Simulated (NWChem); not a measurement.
System: C3H4O; SMILES C1COC=1

```xyz
8

C     -0.1442    -1.0504     0.0000
C      0.9407    -0.2390     0.0000
O      0.2996     0.9896     0.0000
C     -0.9600     0.2217     0.0000
H     -0.3528    -2.1238     0.0000
H      2.0402    -0.2953     0.0000
H     -1.5515     0.4540    -0.9107
H     -1.5515     0.4540     0.9107
```
Atoms are numbered in this order, from 1.

Results from NWChem. Pople sets run with spherical d functions. The geometry was optimised at PBE-D3(BJ)/def2-SVP. Level PBE/6-31G*: energy and gradient on several grids; changes count from the extra-fine grid, which is no exact limit either.

Problem. Which is the coarsest grid (fine; coarse; xcoarse; xfine; medium) from which on the energy stays within 100 μHa and each gradient component within 200 μHa/bohr of xfine?

Solution. coarse.
| grid | size of the energy change (μHa) | largest change of a gradient component (μHa/bohr) | time, medium = 1 (rough) |
|---|---|---|---|
| xcoarse | 3000 | 4000 | 0.5 |
| coarse | 40 | 100 | about 1 |
| medium | < 10 | < 30 | about 1 |
| fine | < 10 | < 30 | about 1 |
| xfine | < 10 | < 30 | about 1 |
